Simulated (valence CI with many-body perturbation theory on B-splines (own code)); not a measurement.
**Basis-set convergence for Eu XXXIII**

Calculated by relativistic CI+MBPT: three valence electrons over a frozen Dirac-Fock core [Ar] 3d10, radial functions for each j: 9 s, 9 p, 8 d, 6 f, 3 g, 1 h, with the one-electron correlation potential Σ1 (screened to all orders), the two-electron term Σ2, the three-electron term Σ3, Breit, model QED; selected single and double excitations, second order for the rest, scaled by the run's own slope (own B-spline code, finite nucleus).

The last digits are not significant, and no measured levels were compared; by estimate large intervals hold to a few tenths of a per cent, small ones and those within an open d or f shell to about a per cent.

The reference run has the lowest level (4s^2 4p1/2) J=1/2 and an ionisation energy of 1297.95 eV. Its largest variational space holds 8640 state functions.

Levels are named by their leading jj configuration (3d3/2^4 stands for four electrons in 3d with j = 3/2), which in mixed levels can hold well under half, so a name can repeat and another be missing. Letters in brackets count levels of one name in rising energy.

Changed runs:
A. basis 6 s, 6 p, 5 d, 3 f, 1 g
B. basis 5 s, 5 p, 4 d, 2 f

Excitation energies of the reference run in cm⁻¹, and shifts in cm⁻¹:

```
                     Level  Reference       A      B
        (4s^2 4p3/2) J=3/2     331869     -22    -38
        (4s 4p1/2^2) J=1/2     563381     -45   -126
(4s 4p1/2 4p3/2) J=3/2 [a]     821481    -165   -590
    (4s 4p1/2 4p3/2) J=5/2     871452     -64   -163
(4s 4p1/2 4p3/2) J=3/2 [b]     946150     +40   +290
    (4s 4p1/2 4p3/2) J=1/2     971241     +74   +433
        (4s 4p3/2^2) J=5/2    1176920    -116   -346
        (4s^2 4d3/2) J=3/2    1283160     +65   +449
        (4s 4p3/2^2) J=1/2    1303680    +120   +705
        (4s 4p3/2^2) J=3/2    1357370    +214  +1196
        (4s^2 4d5/2) J=5/2    1397010    +203  +1183
     (4p1/2^2 4p3/2) J=3/2    1523550     -23   +8.7
    Ionisation energy (eV)    1297.95  -0.021  -0.08
```
